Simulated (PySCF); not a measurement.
Dissociation curve of H2 (cation, charge +1), doublet.

Computed with: CASSCF(1,2)/6-31G (PySCF); ROKS-B3LYP = restricted open-shell B3LYP/6-31G in PySCF; ROKS-r2SCAN = restricted open-shell r2SCAN/6-31G run with PySCF; UHF/6-31G (PySCF); ROKS-TPSSh = restricted open-shell TPSSh/6-31G in PySCF.

Energies are in kJ/mol, each relative to the lowest point of its own curve near equilibrium.

| R / Å | CASSCF(1,2) | ROKS-B3LYP | ROKS-r2SCAN | UHF | ROKS-TPSSh |
|---|---|---|---|---|---|
| 0.83 | 28.6 | 43.1 | 39.7 | 28.6 | 39.3 |
| 0.88 | 14.9 | 26.0 | 23.5 | 14.9 | 23.1 |
| 0.94 | 5.1 | 12.6 | 10.9 | 5.1 | 10.5 |
| 1.00 | 0.7 | 4.7 | 3.7 | 0.7 | 3.5 |
| 1.03 | 0.0 | 2.4 | 1.7 | 0.0 | 1.6 |
| 1.05 | 0.0 | 1.3 | 0.8 | 0.0 | 0.7 |
| 1.10 | 1.3 | 0.0 | 0.0 | 1.3 | 0.0 |
| 1.13 | 2.7 | 0.0 | 0.3 | 2.7 | 0.3 |
| 1.16 | 4.7 | 0.5 | 1.0 | 4.7 | 1.1 |
| 1.20 | 7.8 | 1.8 | 2.5 | 7.8 | 2.8 |
| 1.27 | 14.6 | 5.3 | 6.5 | 14.6 | 6.9 |
| 1.37 | 25.9 | 12.3 | 13.9 | 25.9 | 14.5 |
| 1.48 | 39.9 | 21.2 | 23.2 | 39.9 | 24.0 |
| 1.64 | 61.2 | 35.1 | 37.4 | 61.2 | 38.5 |
| 1.81 | 84.1 | 49.4 | 51.9 | 84.1 | 53.1 |
| 1.99 | 107.3 | 63.1 | 65.4 | 107.3 | 66.9 |
| 2.17 | 128.7 | 74.6 | 76.6 | 128.7 | 78.2 |
| 2.39 | 151.5 | 85.4 | 86.7 | 151.5 | 88.5 |
| 2.71 | 177.5 | 95.1 | 95.0 | 177.5 | 97.0 |
| 2.98 | 193.3 | 98.9 | 97.3 | 193.3 | 99.6 |
| 3.30 | 206.1 | 99.6 | 96.3 | 206.1 | 99.0 |
| 3.85 | 218.0 | 96.0 | 89.9 | 218.0 | 93.6 |
| 4.44 | 223.0 | 89.8 | — | 223.0 | 86.2 |

The ROKS-TPSSh curve passes through a maximum at 2.98 Å and then falls by 13.4 kJ/mol up to the last usable point.

Dashes: no converged value, or the column stops at the first point that the program doubted or that broke a chosen test of continuity, which isn't proof of a fault.

At the longest distance ROKS-B3LYP, ROKS-r2SCAN, ROKS-TPSSh leaves fractional charges on the fragments, a sign of delocalisation error or of the restricted form.
